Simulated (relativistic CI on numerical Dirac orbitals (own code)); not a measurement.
Charge states of hafnium

These numbers are calculated, not measured: Dirac-Coulomb-Breit CI, KLI orbitals optimised for each configuration, model QED (radiative potential, 1s self-energy scaled to tabulated hydrogen-like ionisation energies), valence Slater integrals scaled by 0.9 (own radial code, finite nucleus).

Each species is treated in one configuration, given outside its closed core. Radial values are for the open shell of highest l, unscaled and averaged over j; ζ includes the Breit term. Labels give the leading LS character, summed over repeated terms.

```tsv
Ion	Configuration	Its lowest level	LS weight (%)	F² (cm⁻¹)	F⁴ (cm⁻¹)	ζ (cm⁻¹)	g_J	g√(J(J+1))
Hf24+	4d10 4f2	3H_4	89	220700	143500	6520	0.822	3.68
Hf25+	4d10 4f	2F°_5/2	100			6789	0.854	2.53
Hf26+	4d10	1S_0	100					0.00
Hf27+	4d9	2D_5/2	100			44930	1.197	3.54
Hf28+	4d8	3F_4	90	217600	147800	45880	1.221	5.46
Hf29+	4d7	4F_9/2	65	219400	149200	46830	1.243	6.18
Hf30+	4d6	J = 4 (mixed)	40	221200	150500	47800	1.290	5.77
Hf31+	4d5	J = 5/2 (mixed)	29	223000	151800	48770	1.407	4.16
Hf32+	4d4	3P_0	57	224800	153000	49760		0.00
Hf33+	4d3	4F_3/2	52	226600	154300	50750	0.675	1.31
Hf34+	4d2	3F_2	77	228300	155600	51760	0.754	1.85
Hf35+	4d	2D_3/2	100			52780	0.795	1.54
Hf36+	3d10 4s2 4p6	1S_0	100					0.00
Hf37+	3d10 4s2 4p5	2P°_3/2	100			431500	1.330	2.57
Hf38+	3d10 4s2 4p4	?	?	?	?	?	?	?
Hf39+	3d10 4s2 4p3	J = 3/2 (mixed)	47	239900		444300	1.369	2.65
Hf40+	3d10 4s2 4p2	3P_0	71	241200		450800		0.00
Hf41+	3d10 4s2 4p	2P°_1/2	100			457400	0.660	0.57
Hf42+	3d10 4s2	1S_0	100					0.00
Hf43+	3d10 4s	2S_1/2	100				1.996	1.73
Hf44+	3d10	1S_0	100					0.00
Hf45+	3d9	2D_5/2	100			187700	1.190	3.52
Hf46+	3d8	3F_4	87	565900	365000	191400	1.207	5.40
Hf47+	3d7	4F_9/2	59	571100	368600	195100	1.220	6.07
```

Q: Fill in the row of Hf38+.

A: Its lowest level 3P_2; LS weight (%) 70; F² (cm⁻¹) 238700; ζ (cm⁻¹) 437900; g_J 1.346; g√(J(J+1)) 3.30.
